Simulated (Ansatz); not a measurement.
Process, species as SMILES: OB(O)F -> O[B]O + F atom (the B-F bond at the site shown breaks; other sites are not compared here)
Structures are relaxed separately at B3LYP-D3(BJ)/def2-TZVP in Ansatz (a first-principles code), one conformer each, not searched for the lowest.
Geometry of the first species:
SMILES: OB(O)F
```xyz
6

B     -0.0174     0.0136     0.0008
F      0.3228     1.3060     0.0664
O     -1.3369    -0.2935    -0.0072
O      0.9426    -0.9533    -0.0556
H     -1.5039    -1.2399    -0.0557
H      1.8407    -0.6079    -0.0430
```
Charge 0, spin multiplicity 1.

Property: bond dissociation energy (electronic energy difference), in eV. Cores are frozen in the correlated levels unless marked. UHF or UKS for open shells. No spin-orbit coupling. Non-relativistic. Basis-set limits of correlation are two-point, X^-3; Hartree-Fock from the larger set. The bracket is a focal-point correction in the basis named.

RI-MP2/CBS(aug-cc-pVTZ,aug-cc-pVQZ)+[CCSD(T)-MP2]/aug-cc-pVTZ (Ansatz) gives 7.72 eV.

**Question.** Another calculation gave 7.62 eV. Which level was it?
A. revPBE/def2-TZVPD (Ansatz)
B. HSE06/def2-TZVPD (Ansatz)
C. wB97X-V/def2-TZVPD (Ansatz)
D. SVWN5/def2-TZVPD (Ansatz)

**Answer.** C, wB97X-V/def2-TZVPD (Ansatz). The others give 7.41 (HSE06), 7.21 (revPBE), 8.54 (SVWN5) eV.
